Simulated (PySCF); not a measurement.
Job file and geometry (Å, from GFN2-xTB) of an NMR shielding run on `CC#C[Si@@](C)(C#N)C[SiH3]`, C6H11NSi2, GIAO PBE0/pcSseg-1 NMR shielding, non-relativistic, gas phase in PySCF; density fitting, a coarse starting grid and PySCF grid level 2 are the driver's defaults:

```
$ OMP_NUM_THREADS=1 python probes_run.py task.json out

{"job": {"kind": "nmr", "xc": "PBE0", "basis": "pcSseg-1"}, "charge": 0, "multiplicity": 1}
C     -4.067793     0.988492    -0.296347
C     -2.689551     0.563405    -0.362613
C     -1.539591     0.204989    -0.417912
Si     0.232248    -0.318620    -0.472293
C      0.450475    -2.098145     0.151225
C      0.699340    -0.276779    -2.290429
N      0.985777    -0.237184    -3.398865
C      1.350726     0.930622     0.429361
Si     3.182353     0.436326     0.585812
H     -4.240671     1.547897     0.623018
H     -4.300218     1.626359    -1.148738
H     -4.726702     0.120605    -0.312317
H     -0.220184    -2.781169    -0.361861
H      1.467196    -2.448204    -0.004816
H      0.237094    -2.162193     1.214380
H      1.287617     1.886852    -0.091334
H      0.943742     1.104138     1.426259
H      3.292475    -0.711127     1.492790
H      3.709687     0.075083    -0.730608
H      3.940832     1.559334     1.142857
```

Q: What does the program print?

A: 
```
coarse grid: 17648 points
cycle   1  E = -868.1673047509  dE =  7.040e-01  |g| = 6.082e-01  |ddm| = 4.286e+00
cycle   2  E = -868.0852450303  dE =  8.206e-02  |g| = 8.617e-01  |ddm| = 1.228e+00
cycle   3  E = -868.2444144849  dE = -1.592e-01  |g| = 2.748e-01  |ddm| = 6.989e-01
cycle   4  E = -868.2604367255  dE = -1.602e-02  |g| = 4.785e-02  |ddm| = 1.814e-01
cycle   5  E = -868.2607213785  dE = -2.847e-04  |g| = 3.230e-02  |ddm| = 5.436e-02
cycle   6  E = -868.2609752983  dE = -2.539e-04  |g| = 7.734e-03  |ddm| = 2.633e-02
cycle   7  E = -868.2609901129  dE = -1.481e-05  |g| = 1.496e-03  |ddm| = 7.348e-03
cycle   8  E = -868.2609906347  dE = -5.217e-07  |g| = 3.811e-04  |ddm| = 1.656e-03
final grid: 161184 points
cycle   9  E = -868.3135820713  dE = -3.302e-05  |g| = 7.468e-03  |ddm| = 3.691e-02
cycle  10  E = -868.3135788589  dE =  3.212e-06  |g| = 8.357e-03  |ddm| = 1.268e-02
cycle  11  E = -868.3135951842  dE = -1.633e-05  |g| = 2.079e-03  |ddm| = 6.486e-03
cycle  12  E = -868.3135961701  dE = -9.859e-07  |g| = 4.631e-04  |ddm| = 1.628e-03
cycle  13  E = -868.3135962163  dE = -4.621e-08  |g| = 1.278e-04  |ddm| = 4.176e-04
cycle  14  E = -868.3135962199  dE = -3.562e-09  |g| = 4.874e-05  |ddm| = 1.424e-04
cycle  15  E = -868.3135962203  dE = -4.306e-10  |g| = 2.270e-05  |ddm| = 4.517e-05
converged SCF energy = -868.3135962203

GIAO shielding tensors (ppm)
atom      isotropic    diamagn.    paramagn.     s11        s22        s33       span
  0 C      181.068     252.480     -71.412    172.455    172.599    198.149     25.694
  1 C       71.796     276.581    -204.785    -23.138    -20.935    259.461    282.598
  2 C      103.372     260.931    -157.560     16.557     21.449    272.109    255.552
  3 Si     394.239     883.149    -488.911    354.024    384.990    443.703     89.679
  4 C      186.782     256.203     -69.421    182.667    185.902    191.777      9.110
  5 C       60.803     264.838    -204.035    -54.403    -52.601    289.414    343.816
  6 N      -88.765     339.137    -427.902   -281.199   -278.668    293.570    574.769
  7 C      191.602     261.071     -69.469    184.057    191.724    199.026     14.969
  8 Si     426.869     879.284    -452.415    405.384    411.343    463.881     58.497
  9 H       29.636      29.271       0.365     24.461     28.046     36.400     11.939
 10 H       29.547      27.381       2.166     24.418     27.884     36.339     11.921
 11 H       29.606      27.376       2.230     24.432     27.917     36.468     12.037
 12 H       31.115      30.678       0.438     26.724     28.375     38.247     11.523
 13 H       31.304      30.979       0.325     26.622     29.554     37.737     11.114
 14 H       31.469      32.708      -1.239     27.816     28.561     38.032     10.216
 15 H       31.414      33.352      -1.938     26.220     29.454     38.567     12.347
 16 H       31.706      34.522      -2.817     26.539     29.831     38.747     12.209
 17 H       27.851      28.938      -1.087     23.964     26.929     32.661      8.697
 18 H       27.636      28.441      -0.806     23.836     26.838     32.233      8.397
 19 H       27.644      27.889      -0.245     23.864     25.193     33.875     10.011
```

Size and cost of the density-fitted run: 222 basis functions, 83 s wall time on 1 thread of an Arm Neoverse N1, shared host; peak memory 1.1 GiB.
